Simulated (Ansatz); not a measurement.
Stretching the Te1–H2 bond in CH4Te (SMILES C[TeH]) (multiplicity 1 held, fragments rigid). Energies count from the point at 1.663 Å.
Geometry at that point (charge 0, multiplicity 1):
```xyz
6

Te     0.01201     0.23528     0.23178
H     -0.34300     1.36480    -0.93638
C     -0.03052    -1.41898    -1.16613
H      0.73152    -1.27550    -1.92532
H     -1.01819    -1.49803    -1.60875
H      0.18817    -2.31182    -0.58509
```

Signs of static correlation in def2-TZVPP, with CASSCF(2,2), from Ansatz (an electronic-structure program) runs.

```csv
R (Å),T1 of restricted CCSD,⟨S²⟩ of UHF,largest double amplitude of restricted CCSD,weight of the CASSCF reference in MRCISD,CASSCF natural occupations
1.331,0.010,0.000,0.048,0.892,1.99 0.01
1.497,0.010,0.000,0.046,0.891,1.98 0.02
1.663,0.010,0.000,0.044,0.891,1.97 0.03
1.830,0.011,0.000,0.048,0.891,1.95 0.05
1.996,0.013,0.000,(withheld),0.890,1.92 0.08
2.245,0.016,0.395,0.165,0.890,1.87 0.13
2.495,0.020,0.709,(withheld),0.891,1.78 0.22
2.911,0.032,0.916,0.404,0.891,1.57 0.43
3.327,0.045,0.982,0.561,0.892,1.37 0.63
3.826,0.056,1.005,0.717,0.892,1.19 0.81
4.491,0.062,1.012,0.841,0.892,1.08 0.92
5.322,0.062,1.013,0.903,0.892,1.02 0.98
```

Q: What belongs in the gaps?

A: 
- 1.996, largest double amplitude of restricted CCSD: 0.075
- 2.495, largest double amplitude of restricted CCSD: 0.252

Doubts at one or more of the structures used: a restricted determinant that unrestricted orbitals would lower (R-CCSD(T)/def2-TZVPP); other coupled-cluster roots lie near (R-CCSD(T)/def2-TZVPP); T1 above 0.05 (R-CCSD(T)/def2-TZVPP, U-CCSD(T)/def2-TZVPP); a spin-contaminated determinant (U-CCSD(T)/def2-TZVPP); the program's own flag: other amplitudes (U-CCSD(T)/def2-TZVPP).
